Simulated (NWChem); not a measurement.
**HFOPb**

```xyz
4

Pb    -0.0277    -0.2651     0.0000
F     -1.3576     1.3149     0.0000
O      1.6410     0.9971     0.0000
H      1.3648     1.9244     0.0000
```
Charge 0, spin multiplicity 1.

Program: NWChem. All single points use one geometry, from PBE0/def2-SVP with def2 effective core potentials on Pb, a minimum by its harmonic frequencies. It is one conformer; others weren't searched.

Symmetry labels belong to the abelian group Cs used in the runs, with the axes of the coordinates shown.

Effective core potentials replace the inner electrons of Pb; spin-orbit coupling is left out. The structure started from a generated list of species.

### Question
List the lowest 4 singlet excitations that CIS/def2-SVPD with def2 effective core potentials on Pb gives, with oscillator strengths.

### Answer
| state | symmetry | energy (eV) | wavelength (nm) | f |
|---|---|---|---|---|
| 1 | a" | 5.58 | 222 | 0.132 |
| 2 | a' | 7.08 | 175 | 0.010 |
| 3 | a' | 7.77 | 160 | 0.336 |
| 4 | a" | 7.80 | 159 | 0.061 |
